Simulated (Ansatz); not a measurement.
Gas-phase electronic energies from Ansatz, PBE0-D4/def2-TZVP geometries. CCSD(T)/CBS adds triple-zeta CCSD(T) − MP2 to the extrapolated MP2 energy (def2 sets, frozen cores). This one scheme is used for every species. Functionals use def2-TZVPP. B3LYP here is the variant with VWN-RPA as its local correlation; programs differ in this. Triplets are unrestricted, without spin–orbit coupling. Each species was taken in one conformer, which may not be the lowest.

`CCB(F)F` → `CB(F)F` + `[CH2]` (triplet)  (formal loss of a carbene)

`CCB(F)F`:

Z-matrix (Å, degrees):
```
C
C 1 1.523
H 1 1.092 2 111.4
H 1 1.092 2 111.4 3 120.3
H 1 1.092 2 111.3 3 -119.4
B 2 1.558 1 115.9 3 59.9
H 2 1.098 1 111.0 3 -62.7
H 2 1.098 1 110.9 3 -177.7
F 6 1.324 2 121.4 1 -179.3
F 6 1.323 2 122.8 1 0.8
```

`CB(F)F`:

```xyz
7

C     0.124    0.583    0.366
B    -0.172   -0.722   -0.425
F    -1.281   -1.423   -0.260
F     0.681   -1.195   -1.320
H    -0.622    0.792    1.132
H     1.112    0.533    0.832
H     0.158    1.431   -0.325
```

`[CH2]` (triplet):

Cartesian coordinates in Å:
```
C 0.038 -0.254 -0.102
H -0.377 0.426 -0.830
H 0.339 -0.173 0.931
```

Problem. Is it downhill or uphill in electronic energy at CCSD(T)/CBS, and by how much? (Best estimate.)

Solution. Computed: Uphill: ΔE = +4.41 eV.

Problem. What do these levels give: PBE, B3LYP, CAM-B3LYP, CCSD(T)/def2-SVP, SCS-MP2/def2-TZVPP, HF/def2-QZVPP? (Estimate.)

Solution. The calculation gave: PBE 4.40, B3LYP 4.23, CAM-B3LYP 4.33, CCSD(T)/def2-SVP 4.26, SCS-MP2/def2-TZVPP 4.43, HF/def2-QZVPP 2.90 eV.

Largest T1 diagnostic among the species: 0.012.

From BLYP to BHLYP (50 % exact exchange), in def2-TZVPP and without D4, ΔE moves by −0.04 eV. Leaving LDA and LC-ωPBE aside and taking each functional with its dispersion term where it has one, the values, not all of them listed here, spread over 0.39 eV, from r2SCAN0-D4 to ωB97X-V. LDA lies +0.75 eV from PBE without D4.
